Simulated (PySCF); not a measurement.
C9H14.
Cartesian coordinates in Å at the PBE0-D3(BJ)/def2-SVP level; atoms count from 1:
```
atom  x, y, z in Å
C1     2.7554   -0.1827   -0.8192
C2     1.4686    0.0952   -0.1017
C3     0.8780    1.2979   -0.1633
C4    -0.4378    1.6764    0.4541
C5    -1.6724    1.1120   -0.2936
C6    -2.2520   -0.1416    0.3035
C7    -1.6778   -1.3488    0.3680
C8    -0.3147   -1.7327   -0.1391
C9     0.8603   -1.0768    0.6289
H10    3.5382   -0.5107   -0.1136
H11    2.6305   -1.0035   -1.5471
H12    3.1261    0.6997   -1.3601
H13    1.3771    2.0750   -0.7550
H14   -0.5078    2.7746    0.4727
H15   -0.4829    1.3501    1.5077
H16   -1.3924    0.9352   -1.3474
H17   -2.4612    1.8790   -0.3143
H18   -3.2490   -0.0448    0.7488
H19   -2.2492   -2.1436    0.8612
H20   -0.2241   -1.4737   -1.2094
H21   -0.2195   -2.8274   -0.0832
H22    0.5066   -0.7672    1.6262
H23    1.6454   -1.8297    0.8010
```

The calculation used PBE0-D3(BJ)/def2-SVP geometry optimisation, gas phase (PySCF).

Take the most abundant isotopes and a rigid rotor. The values belong to one conformer with, in the numbering `[CH3:1]/[C:2]1=[CH:3]/[CH2:4][CH2:5]/[CH:6]=[CH:7]\[CH2:8][CH2:9]1`, C2–C3–C4–C5 -75°, C3–C4–C5–C6 98°, C4–C5–C6–C7 -66°, C6–C7–C8–C9 67°.

Q: Give the principal moments of inertia and the rotational constants in MHz.

A: Ia = 208.17, Ib = 360.02, Ic = 513.19 u·Å²; 505379 MHz·u·Å²/I gives A = 2428, B = 1404, C = 984.8 MHz.

Q: What kind of rotor is it?

A: An asymmetric top: κ = (2 × 1404 − 2428 − 984.8)/(2428 − 984.8) = -0.42.

Q: Is it planar, by Δ = Ic − Ia − Ib?

A: Not planar: Δ = Ic − Ia − Ib = -55.00 u·Å². For a rigid frame Δ = −2 Σ m c², so Σ m c² = 27.50 u·Å² lies off the ab plane: 13.16 from hydrogen and 14.34 from heavier atoms. The atom farthest from that plane is 1.62 Å away.

Q: Where do the levels up to J = 2 lie, in MHz?

A: Above 0(0,0):
J = 1: 1(0,1) 2389, 1(1,1) 3412, 1(1,0) 3831
J = 2: 2(0,2) 7061, 2(1,2) 7771, 2(1,1) 9028, 2(2,1) 12099, 2(2,0) 12204
The levels of one J sum to (2J + 1)J(J + 1)(A + B + C)/3.

Q: Which lines would a microwave search look for?

A: The dipole components are |μa| = 0.21 D, |μb| = 0.17 D, |μc| = 0.05 D. The squared components, which scale the intensities, stand as 1.00 : 0.69 : 0.06 (a : b : c). Some lines, for components of 0.1 D or more:

```tsv
type	branch	J(Ka,Kc)	MHz	lower level (cm⁻¹)
a	Q	1(1,0) ← 1(1,1)	419	0.114
a	Q	2(1,1) ← 2(1,2)	1257	0.259
b	Q	1(1,0) ← 1(0,1)	1443	0.080
b	Q	2(1,1) ← 2(0,2)	1966	0.236
a	R	1(0,1) ← 0(0,0)	2389	0.000
b	Q	2(2,0) ← 2(1,1)	3176	0.301
b	R	1(1,1) ← 0(0,0)	3412	0.000
b	R	2(0,2) ← 1(1,1)	3649	0.114
b	Q	2(2,1) ← 2(1,2)	4329	0.259
a	R	2(1,2) ← 1(1,1)	4358	0.114
a	R	2(0,2) ← 1(0,1)	4673	0.080
a	R	2(1,1) ← 1(1,0)	5196	0.128
b	R	2(1,2) ← 1(0,1)	5382	0.080
b	R	2(2,1) ← 1(1,0)	8268	0.128
b	R	2(2,0) ← 1(1,1)	8791	0.114
```

Q: Estimate the classical rotational partition function at 10 K, 25 K and 50 K.

A: Point group C1, symmetry number σ = 1; q = (√π/σ)·√((kT/h)³/(ABC)), k/h = 20836.6 MHz/K: 2910 at 10 K, 11500 at 25 K, 32500 at 50 K.

PBE0-D3(BJ)/def2-SVP frequencies: not computed here. These are rigid-rotor constants of the computed structure; measured ground-state constants (B0) also hold zero-point vibration. A rigid rotor knows nothing of internal rotation, which can split or shift real lines.
